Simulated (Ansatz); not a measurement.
Stretching the In1–H2 bond in H2IIn (SMILES [InH2][I]) (multiplicity 1 held, fragments rigid). Energies count from the point at 1.714 Å.
Geometry at that point (charge 0, multiplicity 1):
```xyz
4

In    -0.726    -1.136     0.200
H     -0.070    -2.174     1.394
H     -2.119    -1.247    -0.793
I      0.713     1.114    -0.196
```

Restricted levels (R-, RO-) in cc, def2 and unpolarised 6-31G sets keep to the state of the molecule at rest. U- levels take the lowest unrestricted solution at each point, which mixes spins at long bonds. Active spaces are followed from a long bond inwards. Levels need not reach the same state.

Correlated levels freeze the cores. Filled d and f shells under p-block atoms count as core.

Programs: Ansatz (a program for electronic structure). Values without a source in brackets are computed. In def2 rows elements past Kr take small-core potentials, without spin–orbit coupling.

Energies in eV.

```tsv
R (Å)	R-HF/def2-SVP	U-MP2/def2-SVP	U-CCSD(T)/def2-SVP	FIC-MRCISD+Q on CASSCF(2,2)/def2-SVP
1.371	1.33	1.35	1.38	1.38
1.543	0.27	0.28	0.30	0.30
1.714	0.00	0.00	0.00	0.00
1.885	0.15	0.13	0.10	0.11
2.057	0.51	0.46	0.40	…
2.314	1.23	1.18	0.99	1.00
2.571	1.98	2.01	1.59	…
2.999	3.14	2.56	2.36	2.29
3.428	4.10	2.72	2.76	2.68
3.942	4.99	2.78	2.89	2.87
4.628	5.83	2.80	2.92	2.94
5.485	6.48	2.80	2.92	2.95
```

Q: Fill in the missing entries.

A: 
- 2.571, FIC-MRCISD+Q on CASSCF(2,2)/def2-SVP: 1.57
- 2.057, FIC-MRCISD+Q on CASSCF(2,2)/def2-SVP: 0.41

Doubts at one or more of the structures used: a restricted determinant that unrestricted orbitals would lower (R-HF/def2-SVP); a spin-contaminated determinant (U-MP2/def2-SVP, U-CCSD(T)/def2-SVP); T1 above 0.05 (U-CCSD(T)/def2-SVP).
